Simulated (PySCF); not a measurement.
Structure problem from calculated spectra and properties.

Elements present: C, Cl, H and O. Monoisotopic mass: 150.0448 u.

* Dipole: 2.88 D [PBE0/pcSseg-1]
* 13C NMR: chemical shifts (computed TMS as zero) by class: 175.3 (1 C), 75.1 (1 C), 64.9 (1 C), 24.0 (1 C), 23.6 (1 C), 20.9 (1 C) ppm [GIAO PBE0/pcSseg-1]
* NMR, other nuclei: isotropic shieldings of nuclei other than C and H, by class: -108 (1 O), 104 (1 O), 791 (1 Cl) ppm [GIAO PBE0/pcSseg-1]
* 1H NMR: chemical shifts (computed TMS as zero) by class: 5.35 (1 H), 3.56 (1 H), 2.10 (3 H), 1.46 (3 H), 1.46 (3 H) ppm [GIAO PBE0/pcSseg-1]
* Rotational structure: rotational constants A, B, C: 2.573, 0.757, 0.676 GHz [GFN2-xTB]

Gas-phase values; electronic properties from PySCF, density fitting. Levels stand in brackets. One conformer (not necessarily the lowest) at the GFN2-xTB geometry, without solvent, vibrations or thermal averaging. Each NMR value is the plain mean over a class of atoms that symmetry, rotation or inversion makes alike.

Question: Which formula fits the mass and the elements?

Answer: C6H11ClO2 (calculated 150.0448). No other formula that holds each of these elements comes within 0.0003 u with a fitting electron parity and a possible valence count.

Question: What is the compound? Reason from the data.

Answer: Numbering: `[CH3:1][C:2](=[O:3])[O:4][C@@H:5]([CH3:6])[C@@H:7]([CH3:8])[Cl:9]`. Its formula, C6H11ClO2, gives 1 degree of unsaturation: 0 rings and 1 π bond in the structure found. 6 carbons fall into 6 classes; from least to most shielded: ester carbonyl carbon [C2] (175.3 ppm), sp3 carbon bound to oxygen [C5] (75.1 ppm), sp3 C–Cl carbon [C7] (64.9 ppm), methyl carbon [C8] (24.0 ppm), methyl carbon next to a carbonyl [C1] (23.6 ppm), methyl carbon [C6] (20.9 ppm). Hydrogen classes from least to most shielded: 1 H on an sp3 carbon bound to oxygen, C5 (5.35 ppm), 1 H on an sp3 C–Cl carbon, C7 (3.56 ppm), 3 H on a methyl carbon next to a carbonyl, C1 (2.10 ppm), 3 H on a methyl carbon, C6 (1.46 ppm, a mean of values up to 0.9 ppm apart in this geometry), 3 H on a methyl carbon, C8 (1.46 ppm). The other shieldings belong to: -108 ppm, ester carbonyl oxygen [O3]; 104 ppm, ester single-bonded oxygen [O4]; 791 ppm, alkyl chlorine [Cl9]. The optimised geometry has point group C1 and is an asymmetric top. Structure: `CC(=O)O[C@@H](C)[C@@H](C)Cl`. Computed isomers that give other values at the same levels: `COCC(C)(C)C(=O)Cl` (13C chemical shifts (computed TMS as zero) by class: 191.2 (1 C), 80.8 (1 C), 61.4 (1 C), 54.2 (1 C), 25.4 (2 C) ppm); `CC[C@H](COC)C(=O)Cl` (13C chemical shifts (computed TMS as zero) by class: 192.6 (1 C), 82.6 (1 C), 65.1 (1 C), 61.4 (1 C), 28.6 (1 C), 14.8 (1 C) ppm); `CC[C@@](C)(OC)C(=O)Cl` (13C chemical shifts (computed TMS as zero) by class: 193.7 (1 C), 90.5 (1 C), 55.2 (1 C), 38.0 (1 C), 18.2 (1 C), 10.3 (1 C) ppm). The assignments are read from this structure; whether some other isomer fits the data as well wasn't checked. The mirror image fits equally.

The values belong to the conformer `[CH3:1][C:2](=[O:3])[O:4][C@@H:5]([CH3:6])[C@@H:7]([CH3:8])[Cl:9]`: C1–C2–O4–C5 -178°, C2–O4–C5–C6 125°, O4–C5–C7–C8 57°.
